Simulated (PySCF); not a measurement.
Gas-phase reaction: SiH3Br + Br2 → HBr + SiH2Br2. Level: PBE0/def2-TZVP; standard pressure 1 bar.

Method: PySCF energies plus ideal-gas RRHO corrections (1 bar). All species are closed-shell singlets. Br: all electrons, no relativistic terms. The harmonic model lacks anharmonicity and excited electronic states, which grow with temperature; levels with a mode under 35 cm⁻¹ are left out. Soft modes under 120 cm⁻¹ make the harmonic entropy rough for SiH2Br2.

```csv
T (K),1000/T (1/K),log10 K
1000,1.0000,9.52
1200,0.8333,7.98
1400,0.7143,6.87
1600,0.6250,?
1800,0.5556,5.41
2000,0.5000,4.89
```

Task: Fit log10 K = a + b·(1000/T) to the five rows, get the mean ΔH° and ΔS°, and predict log10 K at 1600 K.

Result: Means: 1000/T = 0.7206, log10 K = 6.934. Sums of products about the means: Sxy = 1.54318, Sxx = 0.166695, so b = Sxy/Sxx = 9.26 and a = 6.934 − (9.26)×0.7206 = 0.26.
ΔH° = −R ln 10 × 1000 K × b = −19.145 × (9.26) = -177 kJ; ΔS° = R ln 10 × a = 5 J/K. The run's own values go from -177 kJ and 5 J/K at 1000 K to -177 kJ and 5 J/K at 2000 K.
Prediction at 1600 K: 0.26 + (9.26)×0.6250 = 6.05. The computed value is 6.05, 0.00 from the line.
For scale, ΔH°(298 K) is -179 kJ at this level, -182 kJ at ωB97M-V/def2-TZVP†, and runs from -201 to -85 kJ over the 20 levels computed († marks an energy on the PBE0/def2-TZVP geometry); the NASA 1993 table gives -179 kJ (entries not checked at source).
